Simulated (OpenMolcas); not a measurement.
**What dynamic correlation does to the levels of S+**

| Quantity | Value |
| --- | --- |
| Program | OpenMolcas 26.06 |
| Basis | ANO-RCC [8s7p5d4f2g] |
| Scalar Hamiltonian | DKH2, point nucleus |
| Active space | 5 electrons in 9 orbitals (RAS2 3s 3p; RAS3 3d, at most 2 electrons) |
| State averaging | 2S+1 = 4 odd, 1 root; 2S+1 = 2 odd, 8 roots; 2S+1 = 4 even, 3 roots; 2S+1 = 2 even, 8 roots |
| Spin-orbit coupling | RASSI with atomic mean-field integrals over the reference wave functions, term energies averaged over their components |

Methods on the same reference wave functions:
A. RASSCF
B. SS-RASPT2, IPEA 0.25 Eh, imaginary shift 0.1 Eh (closed shells correlated: 2s 2p)

Energies in cm⁻¹ above 3s² 3p³ ⁴S°_3/2, the measured ground level; measured values from NIST Handbook of Basic Atomic Spectroscopic Data.

```
          Level       A      B  Measured
3s² 3p³ ⁴S°_3/2     0.0    0.0       0.0
3s² 3p³ ²D°_3/2   18162  14860     14853
3s² 3p³ ²D°_5/2   18183  14880     14885
3s² 3p³ ²P°_1/2   28392  24860     24525
3s² 3p³ ²P°_3/2   28408  24880     24572
  3s 3p⁴ ⁴P_5/2   79412  79580     79395
  3s 3p⁴ ⁴P_3/2   79738  79900     79757
  3s 3p⁴ ⁴P_1/2   79933  80100     79963
  3s 3p⁴ ²D_3/2  102698  99280     97891
  3s 3p⁴ ²D_5/2  102706  99290     97919
```

Deviations, from unrounded energies. A percentage is the sum of absolute deviations over the sum of measured energies, with the sign that they share, or ± where signs differ.

```json
{"Against measurement": "mean absolute deviation (cm-1)", "Levels": "9", "A": "2700", "B": "430"}
{"Against measurement": "other terms of the ground configuration (%)", "Levels": "4", "A": "+18.2", "B": "±0.8"}
{"Against measurement": "other configurations (%)", "Levels": "5", "A": "±2.2", "B": "+0.7"}
```

B lies closest to measurement on these levels. The largest miss of B in the table is 3s 3p⁴ ²D_3/2, by +1400 cm-1. The ranking rests on the paired levels alone, and a cruder setting can come out closer through cancelling errors.

From A to B the spin-free energies of the other terms of 3s² 3p³ shown, above ⁴S°, scale by factors of 0.82 to 0.88.

The lowest spin-free term lies below A's lowest term by 0.193 hartree in B.

CASPT2 breaks the degeneracy within a term, and the mean is taken; among the terms shown or strongly mixed into the levels shown the widest spread is 68 cm-1 (3s 3p⁴ ²D, B). Configurations are named by rounded mean occupations; where the s occupation lies near a half they are strongly mixed, a name can repeat and a true partner stay unpaired. The run also gave levels led by 3s² 3p² 3d, which use shells meant for correlation; these and all levels above them are left out. Some terms mix strongly with configurations of 3d, whose occupation reaches 0.38 (3s 3p⁴ ⁴P, 3s 3p⁴ ²D). Without dynamic correlation excited terms often stand tens of per cent too high (terms of higher spin than the ground term too low), and those without a measured partner can miss by more than the paired ones (holds for A). Measured partners are found by configuration, term and J. A level has none where our copy of the source lacks it or the pairing is in doubt (some pairs that miss far off the trend of their configuration count as doubtful), and it then counts in no deviation. Levels of configurations outside the active space are missing. Levels that lie high or do not pair safely by name in every column are left out.

° marks odd parity.
